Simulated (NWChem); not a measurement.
All runs are NWChem calculations. System: FZn (+1), charge 1, spin multiplicity 1, at a geometry optimised with PBE/def2-SVP. The structure started from a generated list of species. Level: TD-PBE0/6-31G* (spherical d).

NWChem printed:

```
             Northwest Computational Chemistry Package (NWChem) 7.3.0
             --------------------------------------------------------

                                NWChem Input Module
                                -------------------

 Scaling coordinates for geometry "geometry" by  1.889725989
 (inverse scale =  0.529177249)

                             Geometry "geometry" -> ""
                             -------------------------

 Output coordinates in angstroms (scale by  1.889725989 to convert to a.u.)

  No.       Tag          Charge          X              Y              Z
 ---- ---------------- ---------- -------------- -------------- --------------
    1 Zn                  30.0000     0.00000000     0.00000000    -0.39990900
    2 F                    9.0000     0.00000000     0.00000000     1.33302900

 Effective nuclear repulsion energy (a.u.)      82.4483375804

            Nuclear Dipole moment (a.u.)
            ----------------------------
        X                 Y               Z
 ---------------- ---------------- ----------------
     0.0000000000     0.0000000000    -0.0000170075


 Summary of "ao basis" -> "" (spherical)
 ------------------------------------------------------------------------------
       Tag                 Description            Shells   Functions and Types
 ---------------- ------------------------------  ------  ---------------------
 *                           6-31g*                   on all atoms

                                 NWChem DFT Module
                                 -----------------

 Summary of "ao basis" -> "ao basis" (spherical)
 ------------------------------------------------------------------------------
       Tag                 Description            Shells   Functions and Types
 ---------------- ------------------------------  ------  ---------------------
 Zn                          6-31g*                 12       34   5s4p2d1f
 F                           6-31g*                  6       14   3s2p1d

 Summary of "ao basis" -> "ao basis" (spherical)
 ------------------------------------------------------------------------------
       Tag                 Description            Shells   Functions and Types
 ---------------- ------------------------------  ------  ---------------------
 Zn                          6-31g*                 12       34   5s4p2d1f
 F                           6-31g*                  6       14   3s2p1d

            General Information
            -------------------
          SCF calculation type: DFT
          Wavefunction type:  closed shell.
          No. of atoms     :     2
          No. of electrons :    38
           Alpha electrons :    19
            Beta electrons :    19
          Charge           :     1
          Spin multiplicity:     1
          Use of symmetry is: off; symmetry adaption is: off
          Maximum number of iterations: 100
          AO basis - number of functions:    48
                     number of shells:    18
          Convergence on energy requested:  1.00D-06
          Convergence on density requested:  1.00D-05
          Convergence on gradient requested:  5.00D-04

              XC Information
              --------------
                         PBE0 Method XC Functional
                     Hartree-Fock (Exact) Exchange  0.250
          PerdewBurkeErnzerhof Exchange Functional  0.750
            Perdew 1991 LDA Correlation Functional  1.000 local
           PerdewBurkeErnz. Correlation Functional  1.000 non-local

             Grid Information
             ----------------
          Grid used for XC integration:  medium
          Radial quadrature: Mura-Knowles
          Angular quadrature: Lebedev.
          Tag              B.-S. Rad. Rad. Pts. Rad. Cut. Ang. Pts.
          ---              ---------- --------- --------- ---------
          Zn                  1.35      112           7.0       590
          F                   0.50       49           7.0       434
          Grid pruning is: on
          Number of quadrature shells:   161
          Spatial weights used:  Erf1

          Convergence Information
          -----------------------
          Convergence aids based upon iterative change in
[...]
     Dipole Oscillator Strength                    0.0000000000
     Electric Quadrupole                           0.0000000084
     Magnetic Dipole                               0.0000000000
     Total Oscillator Strength                     0.0000000084

          sigma_e =   1.4722 Angstrom
          sigma_h =   0.5187 Angstrom
         |d_h->e| =   0.3344 Angstrom
            d_exc =   1.5960 Angstrom
            d_CD1 =   1.2879 Angstrom
            d_CD2 =  -0.6611 Angstrom
            d_CD3 =   1.9304 Angstrom
     Pearson C.C. =   0.0007

     Occ.   16  a   ---  Virt.   20  a   -0.99676 X
     Occ.   16  a   ---  Virt.   24  a   -0.05641 X
  ----------------------------------------------------------------------------
  Root   5 singlet a              0.303666567 a.u.                8.2632 eV
  ----------------------------------------------------------------------------
     Transition Moments    X -0.00000   Y  0.00000   Z  0.00000
     Transition Moments   XX  0.00000  XY -0.23666  XZ -0.00000
     Transition Moments   YY -0.00000  YZ -0.00000  ZZ  0.00000
     Dipole Oscillator Strength                    0.0000000000
     Electric Quadrupole                           0.0000000084
     Magnetic Dipole                               0.0000000000
     Total Oscillator Strength                     0.0000000084

          sigma_e =   1.4722 Angstrom
          sigma_h =   0.5187 Angstrom
         |d_h->e| =   0.3344 Angstrom
            d_exc =   1.5960 Angstrom
            d_CD1 =   1.2879 Angstrom
            d_CD2 =  -0.6611 Angstrom
            d_CD3 =   1.9304 Angstrom
     Pearson C.C. =   0.0007

     Occ.   15  a   ---  Virt.   20  a   -0.99675 X
     Occ.   15  a   ---  Virt.   24  a   -0.05641 X
  ----------------------------------------------------------------------------
  Root   6 singlet a              0.306870564 a.u.                8.3504 eV
  ----------------------------------------------------------------------------
     Transition Moments    X -0.00152   Y  0.04810   Z  0.00000
     Transition Moments   XX -0.00000  XY  0.00000  XZ  0.01218
     Transition Moments   YY  0.00000  YZ -0.38430  ZZ -0.00000
     Dipole Oscillator Strength                    0.0004737296
     Electric Quadrupole                           0.0000000227
     Magnetic Dipole                               0.0000000748
     Total Oscillator Strength                     0.0004738272

          sigma_e =   1.4770 Angstrom
          sigma_h =   0.5975 Angstrom
         |d_h->e| =   0.3671 Angstrom
            d_exc =   1.6287 Angstrom
            d_CD1 =   1.2465 Angstrom
            d_CD2 =  -0.6701 Angstrom
            d_CD3 =   1.9959 Angstrom
     Pearson C.C. =   0.0116

     Occ.   13  a   ---  Virt.   20  a   -0.99644 X
     Occ.   13  a   ---  Virt.   24  a   -0.05405 X
  ----------------------------------------------------------------------------
  Root   7 singlet a              0.306870564 a.u.                8.3504 eV
  ----------------------------------------------------------------------------
     Transition Moments    X -0.04810   Y -0.00152   Z -0.00000
     Transition Moments   XX  0.00000  XY -0.00000  XZ  0.38431
     Transition Moments   YY -0.00000  YZ  0.01218  ZZ  0.00000
     Dipole Oscillator Strength                    0.0004737490
     Electric Quadrupole                           0.0000000228
     Magnetic Dipole                               0.0000000748
     Total Oscillator Strength                     0.0004738465

          sigma_e =   1.4770 Angstrom
          sigma_h =   0.5975 Angstrom
         |d_h->e| =   0.3671 Angstrom
            d_exc =   1.6287 Angstrom
            d_CD1 =   1.2465 Angstrom
            d_CD2 =  -0.6701 Angstrom
            d_CD3 =   1.9959 Angstrom
     Pearson C.C. =   0.0116

     Occ.   14  a   ---  Virt.   20  a   -0.99644 X
     Occ.   14  a   ---  Virt.   24  a   -0.05405 X
  ----------------------------------------------------------------------------
  Root   8 singlet a              0.308005144 a.u.                8.3812 eV
  ----------------------------------------------------------------------------
     Transition Moments    X  0.00000   Y  0.00000   Z -0.00000
     Transition Moments   XX  0.00000  XY  0.00000  XZ -0.00000
     Transition Moments   YY -0.00000  YZ -0.00000  ZZ -0.00000
     Dipole Oscillator Strength                    0.0000000000
     Electric Quadrupole                           0.0000000000
     Magnetic Dipole                               0.0000000000
     Total Oscillator Strength                     0.0000000000

          sigma_e =   1.8732 Angstrom
          sigma_h =   0.8108 Angstrom
         |d_h->e| =   1.6036 Angstrom
            d_exc =   2.5956 Angstrom
            d_CD1 =   2.6660 Angstrom
            d_CD2 =   0.2616 Angstrom
            d_CD3 =   4.1991 Angstrom
     Pearson C.C. =   0.0002

     Occ.   18  a   ---  Virt.   22  a    0.70624 X
     Occ.   19  a   ---  Virt.   21  a   -0.70624 X
  ----------------------------------------------------------------------------
  Root   9 singlet a              0.310037206 a.u.                8.4365 eV
  ----------------------------------------------------------------------------
     Transition Moments    X -0.00000   Y  0.00000   Z  0.00000
     Transition Moments   XX -0.00000  XY  0.73602  XZ  0.00000
     Transition Moments   YY  0.00000  YZ  0.00000  ZZ  0.00000
     Dipole Oscillator Strength                    0.0000000000
     Electric Quadrupole                           0.0000000860
     Magnetic Dipole                               0.0000000000
     Total Oscillator Strength                     0.0000000860

          sigma_e =   1.8777 Angstrom
          sigma_h =   0.8168 Angstrom
         |d_h->e| =   1.5957 Angstrom
            d_exc =   2.5944 Angstrom
            d_CD1 =   2.6566 Angstrom
            d_CD2 =   0.2485 Angstrom
            d_CD3 =   4.1901 Angstrom
     Pearson C.C. =   0.0027

     Occ.   15  a   ---  Virt.   20  a    0.05657 X
     Occ.   18  a   ---  Virt.   21  a    0.14961 X
     Occ.   18  a   ---  Virt.   22  a   -0.68915 X
     Occ.   19  a   ---  Virt.   21  a   -0.68915 X
     Occ.   19  a   ---  Virt.   22  a   -0.14961 X
  ----------------------------------------------------------------------------
  Root  10 singlet a              0.310037392 a.u.                8.4366 eV
  ----------------------------------------------------------------------------
     Transition Moments    X  0.00000   Y  0.00000   Z -0.00000
     Transition Moments   XX  0.73601  XY  0.00000  XZ -0.00000
     Transition Moments   YY -0.73601  YZ -0.00000  ZZ -0.00000
     Dipole Oscillator Strength                    0.0000000000
     Electric Quadrupole                           0.0000000860
     Magnetic Dipole                               0.0000000000
     Total Oscillator Strength                     0.0000000860

          sigma_e =   1.8777 Angstrom
          sigma_h =   0.8168 Angstrom
         |d_h->e| =   1.5957 Angstrom
            d_exc =   2.5944 Angstrom
            d_CD1 =   2.6566 Angstrom
            d_CD2 =   0.2485 Angstrom
            d_CD3 =   4.1901 Angstrom
     Pearson C.C. =   0.0027

     Occ.   16  a   ---  Virt.   20  a    0.05653 X
     Occ.   18  a   ---  Virt.   21  a    0.68915 X
     Occ.   18  a   ---  Virt.   22  a    0.14961 X
     Occ.   19  a   ---  Virt.   21  a    0.14961 X
     Occ.   19  a   ---  Virt.   22  a   -0.68915 X

              Target root =      1
          Target symmetry = none
      Ground state energy =  -1878.215098481824
        Excitation energy =      0.116751346464
     Excited state energy =  -1878.098347135360

  stored tddft:energy   -1878.0983471353604

 Task  times  cpu:       23.7s     wall:       23.7s

 Total times  cpu:       23.7s     wall:       23.7s
```

Write an NWChem input that would produce this output.

One answer among several that fit: 
```
start mol
memory heap 200 mb stack 900 mb global 1100 mb
charge 1
geometry units angstroms nocenter noautoz noautosym
  Zn     0.000000     0.000000    -0.399909
  F      0.000000     0.000000     1.333029
end
basis spherical
  * library 6-31g*
end
dft
  xc pbe0
  semidirect memsize 60000000 filesize 0
  iterations 100
end
tddft
  rpa
  nroots 10
  notriplet
end
task tddft energy
```
